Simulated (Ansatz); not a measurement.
Two structures of AlN$_{2}$H$_{9}$O, singlet, reached by relaxing down either side of one saddle point (PBE0-D4/def2-TZVP). Energies are electronic, without zero-point energy. Program: Ansatz 0.2.0. Basis: def2-TZVPP and def2-QZVPP. Cores are frozen in the correlated methods. Extrapolation: Hartree–Fock as exp(−7.88 √X), correlation as X^−2.97. First:

```csv
atom,x (Å),y (Å),z (Å)
Al1,-1.3091,-0.4202,-0.8698
N2,0.3046,-1.3147,-0.6921
H3,-1.5024,0.1969,-2.3307
H4,-2.5497,-1.0846,-0.0945
H5,-0.0293,1.1234,0.6716
O6,-1.0063,1.1028,0.2719
H7,1.3859,-0.0430,0.3998
N8,1.4329,0.8299,0.9572
H9,0.7986,-1.5014,-1.5554
H10,0.2914,-2.1816,-0.1697
H11,-1.6584,1.2197,0.9664
H12,2.1110,1.4584,0.5453
H13,1.7306,0.6143,1.9000
```

Second:

Al1  (-1.399, -0.210, -0.830)
N2  (0.274, -1.270, -0.468)
H3  (-1.042, 0.445, -2.249)
H4  (-2.596, -1.275, -0.753)
H5  (0.637, 1.216, 0.980)
O6  (-1.290, 0.872, 0.545)
H7  (0.954, -0.612, -0.028)
N8  (1.606, 0.916, 0.848)
H9  (0.686, -1.651, -1.313)
H10  (0.116, -2.038, 0.175)
H11  (-2.079, 1.101, 1.031)
H12  (2.080, 1.628, 0.306)
H13  (2.054, 0.878, 1.755)
(Å)

Q: Which bonds change from the first to the second?

A: AlNH₄ ([NH2][AlH2]) + H₂O + NH₃ → AlH₃O ([OH][AlH2]) + NH₃ + NH₃ (still joined by a long Al–N bond); bonds formed: N2–H7, H5–N8; dative contacts that become bonds: Al1–O6; bonds broken: H5–O6, H7–N8; bonds weakened to dative contacts: Al1–N2.

Q: Give the saddle point's structure and its height above each. (Judge from chemistry; the value comes from the calculation.)

A: By the calculation: 2.28 kcal/mol above the first and 18.80 kcal/mol above the second (CCSD(T) at an estimated basis limit (MP2 extrapolated from triple and quadruple zeta, plus CCSD(T) − MP2 in triple zeta)).
Al1  (-1.307, -0.397, -0.796)
N2  (0.373, -1.242, -0.676)
H3  (-1.596, 0.108, -2.290)
H4  (-2.459, -1.181, 0.007)
H5  (0.155, 1.097, 0.727)
O6  (-0.961, 1.116, 0.249)
H7  (1.286, -0.115, 0.343)
N8  (1.357, 0.764, 0.944)
H9  (0.825, -1.387, -1.571)
H10  (0.352, -2.148, -0.223)
H11  (-1.663, 1.448, 0.810)
H12  (2.049, 1.405, 0.576)
H13  (1.588, 0.532, 1.901)
(Å)

T1 diagnostic: at most 0.010.

The step is the kind of ligand exchange by which a precursor binds to a hydroxyl group, or is hydrolysed, in atomic layer deposition of oxides.

Labels in which every atom is bracketed show which atoms are joined, not bond orders.

For scale, one of the runs: CCSD(T)/def2-TZVPP, 261 basis functions, launched by `ansatz run in.yaml --threads 4 --pin off --events-out ev --progress --plain --max-ram 9574MiB`. Hardware: 4 CPU threads of an Intel Xeon Platinum 8488C, shared host. Wall time 100 s; peak host memory 6.3 GiB.
